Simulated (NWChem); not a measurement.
System: PbH2, singlet; SMILES [PbH2]

Input file for NWChem:

```
start job
memory heap 200 mb stack 900 mb global 1100 mb
geometry units angstroms
  Pb     0.001529    -0.000090     0.011983
  H     -0.159017    -1.328129    -1.241396
  H     -0.155376     1.346544    -1.221865
end
basis spherical
  * library def2-svp
end
ecp
  Pb library def2-ecp
end
dft
  xc pbe0
  iterations 150
end
driver
  maxiter 120
end
task dft optimize
dft
  grid fine
  convergence energy 1d-8 density 1d-7
end
task dft freq numerical
```

Low-valent species are run as closed-shell singlets; no triplet was tried in these runs. def2 effective core potentials on Pb; no spin-orbit coupling.

The level has its own optimisation; frequencies are unscaled.

### Question
Predict the main results of this run. (PBE0/def2-SVP with def2 effective core potentials on Pb.) Quantities: r H–Pb (Å); highest harmonic frequency (cm⁻¹); lowest (cm⁻¹); zero-point energy (kcal/mol).

### Answer
The r H–Pb (Å) is 1.853, the highest harmonic frequency (cm⁻¹) comes out as 1625 and the lowest (cm⁻¹) is 735. The zero-point energy (kcal/mol) is 5.7.
